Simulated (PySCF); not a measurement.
Vertical excitations of a molecule C2H6BFO from PySCF with TDDFT-PBE/def2-SVPD, as energy in eV (oscillator strength): 5.49 (0.016), 6.02 (0.000), 6.17 (0.000), 6.66 (0.019), 6.67 (0.008), 7.17 (0.016), 7.46 (0.015), 7.64 (0.009), 8.01 (0.002), 8.18 (0.041). Lowest triplet (TDA): 5.28 eV. Geometry optimised at ωB97X-D3(BJ)/def2-SVP. One conformer was computed; it need not be the lowest.

Q: Identify the compound among the candidates.
A. CCB(O)F
B. COB(C)F
C. CB(F)CO
D. CCOBF

A: C, CB(F)CO
